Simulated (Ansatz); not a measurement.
Abridged output of a molecular run in Ansatz:

```
Functional definition: HF
1469 factors; integrals over basis functions are off by at most 1.0e-3 eV
mean field evaluation 1: about -16867.5306 eV, gradient 4.5e1 eV
mean field evaluation 2: about -16867.8290 eV, gradient 4.6e1 eV
mean field evaluation 4: about -16871.8168 eV, gradient 4.0e0 eV
mean field evaluation 8: about -16871.8926 eV, gradient 4.3e-1 eV
mean field evaluation 16: about -16871.8945 eV, gradient 1.2e-6 eV
mean field -16871.89449087 eV, -620.0306863585 hartree, gradient 1.2e-6 eV, S^2 0.000000; 0 other end points of the search recorded, 0 dependent functions left out
10 core orbitals not correlated: weight in the atoms' cores, before any rotation towards them, 1.000 or more for the frozen orbitals, at most 0.000 for the correlated occupied ones
reference -16871.89449087 eV, -620.0306863585 hartree; 17, 17 occupied and 212, 212 virtual orbitals, 1469 factors
second order -30.18472318 eV of doubles, -0.00000000 eV of singles
cycle   1  -29.85991186 eV  change    3.2e-1 eV  update   1.2e-1
cycle   2  -30.54973117 eV  change   -6.9e-1 eV  update   3.8e-2
cycle   3  -30.72100953 eV  change   -1.7e-1 eV  update   1.9e-2
cycle   4  -30.70210903 eV  change    1.9e-2 eV  update   4.3e-3
cycle   5  -30.69873634 eV  change    3.4e-3 eV  update   1.8e-3
cycle   6  -30.70025050 eV  change   -1.5e-3 eV  update   6.1e-4
cycle   7  -30.70018235 eV  change    6.8e-5 eV  update   2.3e-4
cycle   8  -30.70004928 eV  change    1.3e-4 eV  update   9.7e-5
cycle   9  -30.70009073 eV  change   -4.1e-5 eV  update   4.7e-5
cycle  10  -30.70012761 eV  change   -3.7e-5 eV  update   1.6e-5
perturbative correction -1.19903562 eV, -0.0440637462 hartree
Total energy: -16903.79365409 eV, -621.2029589849 hartree
```

Its atoms:

```xyz
9

C    -0.997    1.187    1.586
C    -0.154    0.508    0.858
N     0.667   -0.114    0.224
Si    0.784   -0.906   -1.279
F    -0.604   -0.983   -2.034
F     1.238   -2.391   -0.992
H    -1.631    0.676    2.298
H    -1.070    2.260    1.472
H     1.767   -0.235   -2.133
```

Which basis set was used?
A. cc-pV(Q+d)Z
B. def2-SVPD
C. def2-TZVPP
D. def2-SVP

C. It gives 239 functions.

Write the keys of the input that set method, charge and spin (a neutral closed shell needs none for the last two).


```yaml
correlation: {method: ccsd_t}
```
